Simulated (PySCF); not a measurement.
Question: What does the GFN2-xTB structure of `O=C(c1c(F)c(C#C)co1)[O-]` look like in three dimensions? (Charge -1.)

Answer: 
```
atom  x, y, z in Å
C1     3.3967    0.5955    0.3902
C2     2.2669    0.2505    0.1713
C3     0.9284   -0.1073   -0.0557
C4     0.4435   -1.2075   -0.7159
O5    -0.8922   -1.2039   -0.7285
C6    -1.3379   -0.1056   -0.0789
C7    -2.9029    0.1375    0.0481
O8    -3.5869   -0.7342   -0.4825
O9    -3.2041    1.1604    0.6572
C10   -0.2454    0.5993    0.3531
F11   -0.2089    1.7504    1.0410
H12    4.3862    0.8890    0.5760
H13    0.9523   -2.0235   -1.1931
```

Orientation and origin are arbitrary. Atoms count from 1 in this order. The 5-membered ring C3–C4–O5–C6–C10 has internal angles of 104.1° to 110.9°; it is planar, 0.00 Å rms from its mean plane, widest ring torsion 0°. C7 (carboxylate carbon) is planar (angles 132.0°, 114.1° and 113.9°, sum 360.0°, 0.00 Å off the plane of its three neighbours). C6 (substituted aromatic carbon) is planar (angles 133.0°, 119.2° and 107.9°, sum 360.0°, 0.00 Å off the plane of its three neighbours). C4 (aromatic CH next to a ring oxygen) is planar (angles 131.0°, 118.2° and 110.9°, sum 360.0°, 0.00 Å off the plane of its three neighbours).

Bonds between heavy atoms (Å): C1≡C2 1.201, C2–C3 1.404, C3–C4 1.372, C4–O5 1.336, O5–C6 1.352, C6–C7 1.589, C7=O8 1.229, C7–O9 1.228, C6–C10 1.370, C10–F11 1.342, C3–C10 1.430.

Structure optimised with GFN2-xTB, isolated species.

Point group: Cs (tolerance 0.08 Å). Not checked by GFN2-xTB frequencies.

All values are computed, not measured.
